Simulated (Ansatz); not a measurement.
Several settings on one geometry of the cluster Al₄H₇⁻ (the lowest singlet isomer of a short search) (that of the charge -1 singlet, PBE0-D4/def2-SVPD). Ansatz on 4 threads of Arm Neoverse N1 on a shared host; times are rough.

```csv
atom,x (Å),y (Å),z (Å)
Al1,-0.024,-0.504,0.030
Al2,0.449,4.426,-0.797
Al3,-0.082,1.913,-0.492
Al4,-0.607,-3.044,0.452
H5,0.954,0.419,-1.018
H6,-0.951,-3.102,2.035
H7,0.101,3.332,0.583
H8,0.767,-3.807,0.048
H9,0.104,0.901,1.025
H10,-1.859,-3.385,-0.518
H11,1.149,2.851,-1.347
```

Totals from different functionals, basis sets or treatments of relativity can't be compared as stabilities.

The 6-31G sets use Cartesian d functions.

The spins typed aren't always the lowest for that charge.

Problem. Give the basis size and estimate the energy, ⟨S²⟩, dipole and time of these runs.

```tsv
run	method	charge	state	further keys
1	ROKS SVWN5/6-31++G**	0	doublet	scf: {omitted_lower_state_checks: [starts]}; forces asked
2	UKS revPBE/6-31G*	-1	triplet	point_charges: [{charge: 2.00, position_ang: [5.354, 0.086, -0.573]}]; scf: {omitted_lower_state_checks: [starts]}
3	UKS r2SCAN50/pcseg-2	0	doublet	fitting: {mean_field: def2-universal-jkfit}; scf: {omitted_lower_state_checks: [starts]}; forces asked
4	ROKS r2SCAN/6-31G	-1	triplet	scf: {omitted_lower_state_checks: [starts]}; forces asked
```

Solution. 
```tsv
run	functions	energy (Eh)	⟨S²⟩	dipole (D)	wall time
1	134	-969.4733	–	7.77	3.7 s
2	90	-973.7784	2.01	–	3.4 s
3	234	-973.6723	0.85	9.04	27 s
4	66	-973.6274	–	–	7.5 s
```

The highest occupied level of an anion often lies above zero with these methods, and sets without diffuse functions describe the outer electron poorly. At UKS r2SCAN50/pcseg-2 the charge 0 doublet is spin-contaminated (final ⟨S²⟩ up to 0.85, 0.75 for a pure state).
